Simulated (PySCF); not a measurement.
Two-component Hartree-Fock for Zn⁴⁺ (zinc, charge +4)

Start: [Ar] 3d8; 3d3/2 filled at m_j = -3/2, -1/2, +1/2, +3/2; 3d5/2 filled at m_j = -1/2, +1/2, +3/2, +5/2. Calculated with PySCF 2.14 in x2c-QZVPPall-2c: generalised Hartree-Fock with the X2C-1e Hamiltonian and a Gaussian nucleus; one run each with spin-orbit coupling (SO) switched off, then screened by Boettger's factors.

```json
{"spinor shell": "1s1/2", "electrons": "2", "ε, spin-free (eV)": "-9798.2", "ε, screened SO (eV)": "-9798.0", "weight of nominal j (screened SO)": "1.000", "rms radius, screened SO (bohr)": "0.0580"}
{"spinor shell": "2s1/2", "electrons": "2", "ε, spin-free (eV)": "-1302.6", "ε, screened SO (eV)": "-1302.5", "weight of nominal j (screened SO)": "1.000", "rms radius, screened SO (bohr)": "0.244"}
{"spinor shell": "2p1/2", "electrons": "2", "ε, spin-free (eV)": "-1133.9", "ε, screened SO (eV)": "-1150.9", "weight of nominal j (screened SO)": "0.999", "rms radius, screened SO (bohr)": "0.217"}
{"spinor shell": "2p3/2", "electrons": "4", "ε, spin-free (eV)": "-1133.9", "ε, screened SO (eV)": "-1125.6", "weight of nominal j (screened SO)": "0.999", "rms radius, screened SO (bohr)": "0.220"}
{"spinor shell": "3s1/2", "electrons": "2", "ε, spin-free (eV)": "-223.48", "ε, screened SO (eV)": "-223.45", "weight of nominal j (screened SO)": "1.000", "rms radius, screened SO (bohr)": "0.720"}
{"spinor shell": "3p1/2", "electrons": "2", "ε, spin-free (eV)": "-170.37", "ε, screened SO (eV)": "-175.20", "weight of nominal j (screened SO)": "0.843", "rms radius, screened SO (bohr)": "0.749"}
{"spinor shell": "3p3/2", "electrons": "4", "ε, spin-free (eV)": "-170.37", "ε, screened SO (eV)": "-167.97", "weight of nominal j (screened SO)": "0.922", "rms radius, screened SO (bohr)": "0.758"}
{"spinor shell": "3d3/2", "electrons": "4", "ε, spin-free (eV)": "-87.135", "ε, screened SO (eV)": "-87.110", "weight of nominal j (screened SO)": "0.680", "rms radius, screened SO (bohr)": "0.852"}
{"spinor shell": "3d5/2", "electrons": "4", "ε, spin-free (eV)": "-87.135", "ε, screened SO (eV)": "-87.185", "weight of nominal j (screened SO)": "0.722", "rms radius, screened SO (bohr)": "0.852"}
```

```
   quantity    spin-free  screened SO
E (hartree)  -1789.91952  -1789.98067
        M_J            4            4
       ⟨J²⟩       20.004       20.004
       ⟨L²⟩       12.003       12.016
       ⟨S²⟩        2.001        1.999
```

Each row is a mean over spinors that exchange with the open shell spreads, by up to 12.773 eV (3p3/2).

Rows whose weight is well below 1 are mixtures of j = l ± 1/2: exchange outweighs spin-orbit coupling there, and the label is only the starting occupation.

Without spin-orbit coupling the j labels of p, d and f shells carry no meaning; the spin-free column gives the mean over the occupied spinors of each nl shell.
